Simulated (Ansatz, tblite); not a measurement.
Removing an electron: Sn(NMe2)Me3 (C₅H₁₅NSn). Charge 0, multiplicity 1. Geometry: PBE0-D4/def2-SVP. Ansatz, gas phase; energy differences of separate SCF runs; the oxidised species was run as a doublet alone.

```xyz
22

Sn   -0.517   -0.313   -0.472
N     1.125    0.307    0.599
C     1.279   -0.142    1.954
C     1.643    1.630    0.381
H     2.347   -0.141    2.252
H     0.919   -1.178    2.070
H     0.742    0.481    2.707
H     1.553    1.920   -0.679
H     1.144    2.423    0.985
H     2.722    1.677    0.633
C    -2.329    0.616    0.248
H    -2.267    1.709    0.137
H    -2.483    0.377    1.310
H    -3.197    0.254   -0.323
C    -0.596   -2.445   -0.206
H    -1.303   -2.890   -0.921
H    -0.923   -2.702    0.812
H     0.402   -2.876   -0.379
C    -0.118    0.251   -2.507
H    -0.824   -0.251   -3.184
H     0.905   -0.045   -2.780
H    -0.222    1.338   -2.640
```

In the def2 sets Sn takes a core potential; there is no spin–orbit coupling. The xTB rows come from tblite.

```json
{"level": "GFN1-xTB", "−HOMO (eV)": "9.93", "vertical IE (eV)": "12.97", "−LUMO (eV)": "6.27", "HOMO–LUMO gap (eV)": "3.66"}
{"level": "GFN2-xTB", "−HOMO (eV)": "8.92", "vertical IE (eV)": "12.05", "−LUMO (eV)": "5.60", "HOMO–LUMO gap (eV)": "3.33"}
{"level": "PBE-D4/def2-TZVP", "−HOMO (eV)": "4.32", "vertical IE (eV)": "7.23", "−LUMO (eV)": "0.41", "HOMO–LUMO gap (eV)": "3.91"}
{"level": "revPBE-D4/def2-TZVP", "−HOMO (eV)": "4.27", "vertical IE (eV)": "7.27", "−LUMO (eV)": "0.32", "HOMO–LUMO gap (eV)": "3.95"}
{"level": "PBE0-D4/def2-TZVP", "−HOMO (eV)": "5.60", "vertical IE (eV)": "7.33", "−LUMO (eV)": "-0.41", "HOMO–LUMO gap (eV)": "6.01"}
```

 Raw xTB energy differences between charge states are shifted by several eV; the methods need an empirical correction for them.
